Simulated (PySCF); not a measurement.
Spectrum to structure. Theory: PySCF, TDDFT B3LYP/def2-SVPD, vertical, gas phase, core orbitals frozen in the response. Geometries: PBE0-D3(BJ)/def2-SVP, one conformer each.

```csv
state,λ (nm),f
S1,247.6,0.0038
S2,221.1,0.0011
S3,214.4,0.0073
S4,200.1,0.0011
S5,196.9,0.012
S6,192.0,0.013
```

Question: Which structure fits?
A. `[H]/N=C\C1C=CCC=C1`
B. `CCc1cccnc1`
C. `CCc1ccccn1`

Answer: A. Its S1, at 5.01 eV, is the highest among the candidates; the nearest of the others has S1 at 4.74 eV. S1 is HOMO→LUMO (82%). Löwdin shares by element: HOMO carbon 41% or more, nitrogen 17% (atoms not listed hold the other 41%); LUMO carbon 43% or more, nitrogen 22% (atoms not listed hold the other 35%). At the same level the other candidates give, for their lowest levels:
- `CCc1cccnc1`: 262 nm (f 0.004); 246 nm (f 0.000); 230 nm (f 0.048); 203 nm (f 0.074); 185 nm (f 0.001); T1 4.08 eV; HOMO -7.03, LUMO -1.00 eV
- `CCc1ccccn1`: 262 nm (f 0.004); 244 nm (f 0.000); 231 nm (f 0.057); 201 nm (f 0.070); 183 nm (f 0.000); T1 4.12 eV; HOMO -7.06, LUMO -1.01 eV

Conformer computed: `[H]/[N:1]=[CH:2]\[CH:3]1[CH:4]=[CH:5][CH2:6][CH:7]=[CH:8]1`: N1–C2–C3–C4 -13°.
Triplets come from the Tamm–Dancoff approximation.
